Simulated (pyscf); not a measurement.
H₂N–B(OH)–F, singlet

Gas-phase minimum from PySCF at ωB97X-D3(BJ)/def2-SVP, one conformer. 

SMILES: NB(O)F
```xyz
7

N     -0.4970    -0.4836    -0.4314
B     -0.0121     0.8332    -0.5204
O      1.1151     1.1304    -1.2342
F     -0.6732     1.8286     0.1131
H     -0.0371    -1.2591    -0.8872
H     -1.3284    -0.7211     0.0909
H      1.3217     2.0703    -1.2020
```
Charge 0, spin multiplicity 1.

Bond lengths (Å): N1–B2 1.406, N1–H5 1.010, N1–H6 1.010, B2–O3 1.367, B2–F4 1.352, O3–H7 0.963. Bond angles (°): B2–N1–H5 122.2, B2–N1–H6 122.5, H5–N1–H6 115.3, N1–B2–O3 121.4, N1–B2–F4 119.4, O3–B2–F4 119.2, B2–O3–H7 111.8.

Properties at ωB97X-D3(BJ)/def2-SVP:

```json
{
  "harmonic_wavenumbers_unscaled": "353, 379, 423, 453, 544, 669, 867, 897, 1011, 1424, 1467, 1616, 3668, 3778, 3932 cm⁻¹",
  "zero_point_energy": "30.7 kcal/mol",
  "rotational_symmetry_number": "1",
  "Entropy of this conformer at 298 K and 1 atm, rigid rotor and harmonic oscillator, modes under 100 cm⁻¹ raised to 100": "282.9 J/(mol K)",
  "dipole_moment": "0.77 D"
}
```

Single-point totals, which compare only within one level (frozen core for MP2 and CC):

```tsv
level	total energy (hartree)
ωB97X-D3(BJ)/def2-TZVP	-256.80441
PBE/def2-TZVP	-256.46886
r²SCAN/def2-TZVP	-256.62804
B3LYP-D3(BJ)/def2-TZVP	-256.76600
PBE0-D3(BJ)/def2-TZVP	-256.48084
M06-2X/def2-TZVP	-256.66212
ωB97M-D3(BJ)/def2-TZVP	-256.81186
HF/def2-TZVPP	-255.47172
MP2/def2-TZVPP	-256.26793
CCSD/def2-TZVPP	-256.28101
CCSD(T)/def2-TZVPP	-256.30803
```

The CCSD(T) − MP2 part came from Ansatz, without density fitting, on the same reference.
